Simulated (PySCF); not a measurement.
## I²⁺ (iodine, charge +2): UHF calculation

Configuration: [Kr] 4d10 5s2 5p3, high-spin 4S determinant. All numbers are calculated (PySCF 2.14, scalar relativity through the core potential, in def2-SVP with the def2 core potential (28 electrons) (4s4p2d, 26 functions)).

```json
{
 "Total energy": "-295.648893 hartree",
 "One-electron energy": "-499.4852 hartree",
 "Hartree (Coulomb) energy": "224.5368 hartree",
 "Exchange energy": "-20.7005 hartree",
 "⟨S²⟩": "3.7511",
 "⟨L²⟩": "0.000",
 "Sum of ⟨r⟩": "26.03 bohr",
 "Sum of ⟨r²⟩": "40.18 bohr²",
 "Time after the integrals": "0.04 s of wall time on 1 thread of Neoverse-V2 (shared host)"
}
```

```csv
shell,electrons,mean orbital energy (eV),"rms radius, mean of both spins (bohr)"
4s α,1,-231.65,0.792
4s β,1,-230.82,0.792
4p α,3,-173.05,0.849
4p β,3,-172.22,0.849
4d α,5,-82.985,0.982
4d β,5,-82.331,0.982
5s α,1,-45.332,2.03
5s β,1,-37.255,2.03
5p α,3,-30.298,2.36
```

Energies and moments cover only the electrons outside the core potential.
